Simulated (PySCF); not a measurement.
Delta-SCF ions had no search for a lower state. Excitations are Tamm–Dancoff values on a coarser integration grid. The basis has no diffuse functions, so Rydberg states are missing or too high.

## CH3BBr2, SMILES `CB(Br)Br` (charge 0, multiplicity 1)

Method: PySCF with ωB97X-D3(BJ)/def2-TZVP // B3LYP-D3(BJ)/def2-TZVP.

```json
{
  "HOMO": "-10.62 eV",
  "dipole_moment": "1.51 D",
  "HOMO–LUMO gap": "11.18 eV",
  "LUMO": "0.56 eV",
  "S1 excitation (TDA)": "5.56 eV",
  "S1 oscillator strength": "0.000",
  "brightest of the four lowest singlets (TDA)": "6.53 eV",
  "T1 excitation (TDA)": "5.41 eV",
  "S1–T1 gap (TDA)": "0.15 eV",
  "vertical ionisation energy (Delta-SCF)": "10.74 eV",
  "total_energy": "-141854.38 eV",
  "cost": "roughly 2.8 core-minutes"
}
```

```xyz
7

C     -0.7783    -0.0445     0.0326
B      0.7669     0.0729    -0.0412
Br     1.6569     1.7742    -0.0015
Br     1.8512    -1.5122    -0.1645
H     -1.0572    -0.5960     0.9366
H     -1.1529    -0.6395    -0.8051
H     -1.2861     0.9182     0.0418
```
